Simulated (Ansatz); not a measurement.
Cost and result up the ladder for the cluster Ge3Se4 (the lowest singlet isomer of a short search) (7 atoms). Total charge 0; singlet. Geometry: PBE-D4/def2-SVP.

```xyz
7

Ge    0.790    0.162   -1.829
Ge   -1.019    1.585    0.665
Ge    1.304   -1.058    1.550
Se   -1.251   -1.066    1.328
Se   -1.391    1.225   -1.708
Se    0.024   -2.069   -0.429
Se    1.543    1.222    0.422
```

Ansatz on 4 threads of Intel Xeon Platinum 8175M on a shared host. Times are rough, and most runs start from the orbitals of an earlier one. PBE0-D4/def2-TZVP serves as the yardstick here, not as an exact answer. Differences are given only for rows in sets of like size (and for xTB, whose basis is part of the method), since another set adds its own error. Binding counts from free atoms at the same level (Ge triplet, Se triplet; other spins of the atoms weren't run), without zero-point energy or a counterpoise term.

LC-ωPBE has ω = 0.4 bohr⁻¹. Correlated methods freeze 63 core orbitals; core or outer-core shells of Ge, Se are correlated, in sets that lack core-valence functions. The rows differ in basis, and correlated rows in double-zeta sets carry the largest basis error. The structure comes from a short search, and lower isomers may exist.

Correlated methods converge slowly with the basis, most of all in double-zeta sets.

```tsv
level	functions	binding energy per atom (eV)	difference from PBE0-D4/def2-TZVP (eV)
PBE-D4/def2-SVP	224	3.29	–
LC-ωPBE/def2-TZVP	336	2.77	-0.35
PBE0-D4/def2-SVP	224	3.10	–
PBE-D4/def2-TZVP (with forces)	336	3.29	0.18
PBE0-D4/def2-TZVP	336	3.12	0.00
RPA@PBE/def2-SVP	224	2.40	–
r2SCAN-D4/def2-TZVP	336	3.13	0.01
MP2/def2-SVP	224	2.76	–
```

Question: Estimate how long each takes.

Answer: PBE-D4/def2-SVP 6.5 s; PBE-D4/def2-TZVP (with forces) 16 s; PBE0-D4/def2-SVP 19 s; RPA@PBE/def2-SVP 19 s; LC-ωPBE/def2-TZVP 23 s; MP2/def2-SVP 26 s; r2SCAN-D4/def2-TZVP 28 s; PBE0-D4/def2-TZVP 51 s. On shared hardware such times vary by a factor of up to 3.
